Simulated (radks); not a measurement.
Task: Species: the chlorine anion Cl-. Configuration: [Ar]. Calculated with a radial shooting solver on a logarithmic mesh with Libxc functionals: scalar-relativistic Kohn-Sham, r2SCAN, spin-polarised, spherical densities, finite nucleus; meta-GGA in the generalised Kohn-Sham scheme; Fermi nuclear charge, rms radius 3.3654 fm; Watson sphere of charge +1 and radius 2.1 bohr. Some entries of the table are withheld. Estimate them.

| orbital | occ. | eigenvalue (eV) | <r^2> (bohr^2) | <1/r> (bohr^-1) |
|---|---|---|---|---|
| 1s | 2 | -2763.295 | 0.01114 | 16.67 |
| 2s | 2 | (1) | 0.2329 | 3.321 |
| 2p | 6 | -192.6661 | 0.2060 | 3.206 |
| 3s | 2 | (2) | (3) | (4) |
| 3p | 6 | -9.2709 | 4.203 | (5) |

Result: 
(1) 2s eigenvalue (eV): -255.9416
(2) 3s eigenvalue (eV): -21.6419
(3) 3s <r^2> (bohr^2): 2.878
(4) 3s <1/r> (bohr^-1): 0.8725
(5) 3p <1/r> (bohr^-1): 0.7227
